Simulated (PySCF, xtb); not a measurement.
CH₇Cl₂NSi₂, SMILES [SiH3]CN[SiH](Cl)Cl. The values are those of a single conformer.

Harmonic wavenumbers (cm⁻¹) from GFN2-xTB (xtb) at its own minimum, in rising order: 35, 65, 98, 126, 141, 187, 286, 310, 451, 474, 510, 532, 550, 663, 675, 719, 756, 780, 787, 788, 859, 1143, 1154, 1268, 1367, 1471, 2246, 2253, 2280, 2290, 2923, 2987, 3443.

Problem. What does PBE-D3(BJ)/def2-SVP (PySCF 2.14.0) give at its own minimum? (Estimate from the structure and the level; the computed values follow.)

Solution. 30, 47, 93, 139, 173, 193, 272, 301, 432, 494, 513, 562, 573, 716, 758, 798, 825, 859, 884, 906, 914, 1108, 1147, 1214, 1343, 1401, 2156, 2167, 2181, 2223, 2918, 2997, 3500. Paired by order, the mean absolute difference is 43 cm⁻¹ and the zero-point energies are 49.5 and 49.8 kcal/mol.
